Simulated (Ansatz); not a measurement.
One change: `C#CC[SiH2]C` becomes `C[SiH2]CSS`.

Ansatz, PBE0-D4/def2-TZVP geometries, multiplicity 1. Each molecule was computed in one conformer, which needn't be the lowest.

```
                                          property  `C#CC[SiH2]C`
               HOMO energy (B3LYP/def2-TZVPP) / eV          -7.15
size of the dipole moment (ωB97M-V/def2-TZVPP) / D           0.73
    size of the dipole moment (PBE/def2-TZVPP) / D           0.77
             HOMO energy (ωB97M-V/def2-TZVPP) / eV          -9.58
                 HOMO energy (PBE/def2-TZVPP) / eV          -6.20
                HOMO energy (PBE0/def2-TZVPP) / eV          -7.37
```

What does the change do to each property? (An estimate is asked.)

The calculation gave: 
```json
{"property": "HOMO energy (B3LYP/def2-TZVPP) / eV", "`C[SiH2]CSS`": "-6.58", "shift": "0.57"}
{"property": "size of the dipole moment (ωB97M-V/def2-TZVPP) / D", "`C[SiH2]CSS`": "1.50", "shift": "0.77"}
{"property": "size of the dipole moment (PBE/def2-TZVPP) / D", "`C[SiH2]CSS`": "1.45", "shift": "0.68"}
{"property": "HOMO energy (ωB97M-V/def2-TZVPP) / eV", "`C[SiH2]CSS`": "-8.97", "shift": "0.61"}
{"property": "HOMO energy (PBE/def2-TZVPP) / eV", "`C[SiH2]CSS`": "-5.61", "shift": "0.59"}
{"property": "HOMO energy (PBE0/def2-TZVPP) / eV", "`C[SiH2]CSS`": "-6.81", "shift": "0.56"}
```

With PBE0 the HOMO rises by 0.56 eV and the LUMO falls by 1.37 eV, so the gap narrows by about 1.93 eV. PBE moves the HOMO by 0.59 eV and ωB97M-V by 0.61 eV. Dipoles are sizes alone; their direction can turn.

B3LYP here is the variant with VWN-RPA as its local correlation; programs differ in this.
